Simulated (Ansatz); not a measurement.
Reaction (formal exchange of groups at the Si–Br bond): `CO[SiH](O)Br` + `B/C=C(/C)F` → `B[SiH](O)OC` + `C/C(F)=C/Br`

Program: Ansatz. Geometries: PBE0-D4/def2-TZVP. ΔE: electronic, gas phase. CCSD(T)/CBS adds triple-zeta CCSD(T) − MP2 to the extrapolated MP2 energy (def2 sets, frozen cores). Double bonds are as drawn, so ΔE can hold a change between cis and trans. For Br outer-core shells are correlated without core-valence functions, which leaves a few kJ/mol of doubt a bond. Scalar relativity is left out up to krypton. Each species was taken in one conformer, which may not be the lowest.

```
       species  HF/def2-QZVPP energy (Eh)
`CO[SiH](O)Br`                -3052.16987
  `B/C=C(/C)F`                 -241.29895
 `B[SiH](O)OC`                 -505.46520
 `C/C(F)=C/Br`                -2787.90826
```

(1) Work out ΔE.

Largest T1 diagnostic among the species: 0.012.

## Answers

(1) ΔE = (-505.46520) + (-2787.90826) − (-3052.16987) − (-241.29895) = 0.09536 Eh = +59.8 kcal/mol. CCSD(T)/CBS gives +57.2 kcal/mol.

In def2-TZVPP, CCSD(T) changes the Hartree–Fock value by −4.2 kcal/mol (the triples alone add −0.1 kcal/mol) and MP2 by −1.5 kcal/mol. From PBE to PBE0 (25 % exact exchange), in def2-TZVPP and without D4, ΔE moves by +1.8 kcal/mol.
